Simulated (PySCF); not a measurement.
AlF3: from structure and modes to constants

All numbers come from PySCF, PBE0, basis Al def2-TZVP, F def2-TZVP (no relativity, density fitting).

The singlet minimum has D3h symmetry. Masses (u): Al 26.98154, F 18.99840.

```xyz
4
charge 0 multiplicity 1, angstrom
Al    0.0000    0.0000    0.0000
F    -0.0025    0.0000    1.6291
F     1.4121    0.0000   -0.8124
F    -1.4096    0.0000   -0.8167
```

Harmonic wavenumbers (cm⁻¹): 242.9 (e', ×2), 291.3 (a2'', ×1), 696.7 (a1', ×1), 962.1 (e', ×2).

What is the harmonic zero-point energy?

Half the sum of all 6 wavenumbers, 3398/2 = 1699 cm⁻¹, which is 20.3 kJ/mol (1 cm⁻¹ = 0.0119627 kJ/mol).

Give the standard entropy (298.15 K, 1 bar) by its translational, rotational, vibrational and spin parts, and Cp.

Sackur–Tetrode with M = 83.98 u gives 164.1; rotation with symmetry number 6 gives 90.5; vibration 23.3; spin R ln 1 = 0.0. The total is 277.8 J/(mol K), and Cp = 4 R + 28.9 = 62.2 J/(mol K).
